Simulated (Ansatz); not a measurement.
Cl₃F₃W (`[F][W]([F])([F])([Cl])([Cl])[Cl]`), one more setting.

```yaml
crystal:
  periodic: [false, false, false]
  atoms:
    - {symbol: F, position_ang: [-0.410798, -1.436269, 1.141909]}
    - {symbol: W, position_ang: [-0.006587, -0.023042, 0.018306]}
    - {symbol: F, position_ang: [1.519906, 0.276394, 1.001912]}
    - {symbol: F, position_ang: [-1.548419, -0.376120, -0.922657]}
    - {symbol: Cl, position_ang: [0.488682, 1.708653, -1.358393]}
    - {symbol: Cl, position_ang: [-1.175642, 1.337568, 1.420810]}
    - {symbol: Cl, position_ang: [1.132848, -1.487194, -1.301877]}
basis:
  gaussian: {orbitals: def2-SVP, fitting: {mean_field: cc-pVTZ-jkfit}, nuclear_model: gaussian}
hamiltonian: {xc: {name: HF}}
correlation: {method: mp2}
```

```sh
$ ansatz run in.yaml --threads 4 --pin off --events-out ev --progress --plain --max-ram 11315MiB
```

Shortened log:

```
Functional definition: HF
Error: <dir> the basis set cc-pVTZ-JKFIT has no functions for W
```
